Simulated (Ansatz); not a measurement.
`C[SiH2][SiH2]F` + `C[SiH](Cl)[GeH3]` → `C[SiH2][SiH](C)Cl` + `F[SiH2][GeH3]`  (redistribution)

Calculated with Ansatz (gas phase, PBE0-D4/def2-TZVP geometries, no zero-point term in ΔE). CCSD(T)/CBS is the MP2 limit (def2-TZVPP, def2-QZVPP) plus CCSD(T) − MP2 in def2-TZVPP, frozen cores. For Ge outer-core shells are correlated without core-valence functions, which leaves a few kJ/mol of doubt a bond. Scalar relativity is left out up to krypton. Each species was taken in one conformer, which may not be the lowest.

```json
{"level": "SCS-MP2/def2-TZVPP", "ΔE (kJ/mol)": "-0.5"}
{"level": "HF/CBS(def2)", "ΔE (kJ/mol)": "-0.6"}
```

What does CCSD(T)/CBS give? (Best estimate.)

Computed: -1.0 kJ/mol. The listed levels differ from it by 0.5, 0.4 kJ/mol.

Largest T1 diagnostic among the species: 0.012.
